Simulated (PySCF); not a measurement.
Species: C5H5NO.
Structure used (GFN2-xTB), in Å, numbered top down from 1:
```
atom  x, y, z in Å
C1    -0.365    2.246    0.775
C2    -0.452    1.085    0.478
C3    -0.522   -0.281    0.116
C4    -1.615   -1.020    0.319
C5     0.684   -0.913   -0.521
N6     1.736   -0.078   -0.681
O7     0.708   -2.075   -0.861
H8    -0.319    3.259    1.046
H9    -1.614   -2.056    0.024
H10   -2.506   -0.619    0.769
H11    2.578   -0.432   -1.101
H12    1.689    0.883   -0.390
```

Theory: TDDFT B3LYP/def2-SVPD, vertical, gas phase, core orbitals frozen in the response (PySCF).

Ground-to-excited transition dipoles (e·a0, same axes as the geometry; the sign carries no meaning), for the states with f of 0.002 or more among the lowest 8:

| state | E (eV) | μx | μy | μz |
| --- | --- | --- | --- | --- |
| S2 | 5.016 | 0.298 | 0.382 | -0.004 |
| S3 | 5.426 | -0.826 | -0.819 | 0.080 |
| S7 | 6.507 | -0.183 | -0.058 | 0.052 |
| S8 | 6.806 | 0.293 | -0.360 | -0.212 |

Problem. What oscillator strength does each state have?

Solution. f = (2/3) ΔE |μ|² with ΔE in hartree (27.2114 eV).

```
state  |μ|² (au)  |μ| (D)      f
   S2      0.235     1.23  0.029
   S3      1.359     2.96  0.181
   S7      0.040     0.51  0.006
   S8      0.261     1.30  0.043
```

Problem. Label these states by symmetry in Cs.

Solution. From a totally symmetric ground state, an allowed state transforms like the component of the dipole operator along its μ. Polarised in the mirror plane, so A′: S2, S3, S7 and S8.

Problem. What angle do the transition dipoles of S3 and S8 make?

Solution. |cos θ| = |μa·μb| / (|μa| |μb|) = 0.06, so θ ≈ 87° (taken between 0 and 90°, since the signs are arbitrary).

Problem. What peak molar absorption coefficient would the strongest computed level give as a lone Gaussian band 0.5 eV wide at half height?

Solution. ε(max) = 2.175×10⁸ f / FWHM, with the width in cm⁻¹. S3: 2.175×10⁸ × 0.1806 / 4033 ≈ 9700 L mol⁻¹ cm⁻¹.

The run took 18 s on Arm Neoverse V2, one thread, no GPU (shared host).

One conformer stands for the species.
